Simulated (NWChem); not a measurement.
SeCl4; SMILES Cl[Se](Cl)(Cl)Cl

Computed with NWChem. Medium grid unless said otherwise, to which SCAN and Minnesota functionals are sensitive. Coordinates come from a PBE-D3(BJ)/def2-SVP optimisation. Hybrids' shares of exact exchange are those that their runs print; pure functionals count as 0. The functionals differ in more than this share.

```
row             share of exact exchange  orbital gap (eV)
--------------  -----------------------  ----------------
PBE/def2-SVP                       0.00              2.20
BP86/def2-SVP                      0.00              2.19
B3LYP/def2-SVP                     0.20              3.49
PBE0/def2-SVP                      0.25              3.89
M06/def2-SVP                       0.27          withheld
```

**Question.** Fit a straight line of the last column on the one before it, predict the withheld value, and compare with the run.

**Answer.** 
1. Means of the 4 shown rows: x = 0.113, y = 2.943. Slope Σ(x − x̄)(y − ȳ)/Σ(x − x̄)² = 0.3464/0.05188 = 6.677; intercept 2.191.
2. The shown rows scatter about the line by 0.024 (root mean square); the largest residual is -0.04, at B3LYP/def2-SVP.
3. At x = 0.27 (M06/def2-SVP; beyond the shown range) the line gives 3.99.
4. The run gives 3.93, -0.06 from the line, 2.5 times the scatter.
